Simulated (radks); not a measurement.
Problem. These are the eigenvalues of the occupied orbitals of an atom or ion with whole-number occupations (eV). Method: scalar-relativistic Kohn-Sham, MS2 meta-GGA, spin-polarised, spherical densities, finite nucleus; meta-GGA in the generalised Kohn-Sham scheme; Fermi nuclear charge, rms radius of each element as measured or else 0.836 A^(1/3) + 0.57 fm; computed with a radial shooting solver on a logarithmic mesh with Libxc functionals.

orbital  eigenvalue
1s up       -8.0612

Which element is it, and in what charge state? The configuration may be excited. Open shells, if any, are filled with parallel spins first.

Solution. Z = 1, hydrogen, charge 0: H in 1s1. The 1s level, -0.29624 hartree, gives Z - s = 0.8 by -(Z - s)^2/2, which with screening and relativity narrows Z to a few neighbours, and with so few levels the electron count can be read from the list.
